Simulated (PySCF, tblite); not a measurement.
Calculations on `O=c1cc[c]cc(F)c1Cl` [radical], in the order of a workflow; each names the level of the geometry that it ran on. Settings lines and outputs come from a driver script.

Compound: C7H3ClFO (doublet state).
Atom-mapped SMILES: `[O:1]=[c:2]1[cH:3][cH:4][c:5][cH:6][c:7]([F:8])[c:9]1[Cl:10]` (hydrogens: H11 on C3; H12 on C4; H13 on C6)

Step 1: GFN2-xTB geometry optimisation, gas phase (tblite 0.8.0) (from a force-field or distance-geometry start)
```json
{"job": {"kind": "relax", "xc": "GFN2-xTB", "basis": "xTB"}, "charge": 0, "multiplicity": 2}
```
```
step      E/eV     max force
  0    -807.27682    3.741
  1    -807.64988    3.557
  2    -807.82978    1.817
...
 64    -808.37740    0.038
 65    -808.37756    0.029
 66    -808.37763    0.022
 67    -808.37766    0.015
 68    -808.37768    0.009
```

Energy lowered by 25.4 kcal/mol over 68 steps; largest atomic force 0.009 eV/Å at the end. «max force» is the largest atomic force in eV/Å.

Step 2: GFN2-xTB harmonic vibrations, gas phase (tblite 0.8.0) (on the GFN2-xTB geometry)
```json
{"job": {"kind": "ir", "xc": "GFN2-xTB", "basis": "xTB"}, "charge": 0, "multiplicity": 2}
```
```
(table of modes left out)
```

33 modes from 58 to 3063 cm⁻¹ (unscaled, harmonic); zero-point energy 46.7 kcal/mol; all wavenumbers are real at this level.

Step 3: UKS B3LYP, pcH-1 on C Cl F H O, non-relativistic, mean-field spin-orbit, GIAO (PySCF 2.14.0) (on the GFN2-xTB geometry)
```json
{"job": {"kind": "epr", "basis": "pcH-1"}, "charge": 0, "multiplicity": 2}
```
```
...
E = -903.69967953 Eh   <S^2> = 0.7784 (exact 0.7500)
g shifts (ppm)      1          2          3
  rmc          -171       -171       -171
  gc             27          6          1
  oz_so        -300         83        956
  total        -445        -83        785
hyperfine (MHz)  atom isotope    a_iso     a_fc   dipolar eigenvalues
    0   17O      -4.12      -4.05    -18.03      8.33      9.70
    1   13C      -9.31      -9.32     -3.19      0.48      2.70
    2   13C      60.27      60.32    -17.55    -10.90     28.44
    3   13C     -13.17     -13.18    -19.89      3.22     16.67
    4   13C     296.54     296.65    -80.26    -55.23    135.48
    5   13C      -7.84      -7.85    -22.30      5.33     16.98
    6   13C     106.25     106.26     -7.39     -0.92      8.31
    7   19F      22.60      22.55    -28.80     -7.33     36.13
    8   13C      -8.08      -8.04    -11.02      4.84      6.18
    9  35Cl      -0.36      -0.35     -4.21      1.82      2.39
   10    1H       4.87       4.87     -7.35     -2.64      9.98
   11    1H      77.23      77.23     -6.96     -3.98     10.94
   12    1H     100.15     100.15     -6.19     -4.83     11.02
```

⟨S²⟩ 0.778; g_iso 2.0024. rmc, gc and oz_so are the mass-correction, gauge-correction and orbital-Zeeman/spin–orbit parts of the g shift along its three principal axes; a_iso is the isotropic hyperfine coupling and a_fc its Fermi-contact part. The log counts atoms from 0, this text from 1.

**Question.** Which step took the most CPU time, and about what did each take on one thread of an Arm Neoverse V2, on a shared host?

**Answer.** Step 3, about 99 % of the total. CPU time by step: 1: 0.42 s, 2: 0.4 s, 3: 1.9 min.

Geometry of the electronic-property runs (GFN2-xTB):
```
atom  x, y, z in Å
O1    -0.8516    2.4298    0.6260
C2    -0.5574    1.3096    0.2455
C3    -1.5986    0.3406   -0.0514
C4    -1.4606   -1.0001   -0.2960
C5    -0.3193   -1.6780    0.0301
C6     0.9615   -1.4672    0.2702
C7     1.5336   -0.1843   -0.0356
F8     2.8656   -0.1894   -0.2148
C9     0.8722    1.0019   -0.0587
Cl10   1.8010    2.4237   -0.3430
H11   -2.5797    0.7904   -0.1434
H12   -2.3060   -1.5508   -0.6894
H13    1.6351   -2.2258    0.6426
```

 (This holds for the electronic-property runs.)
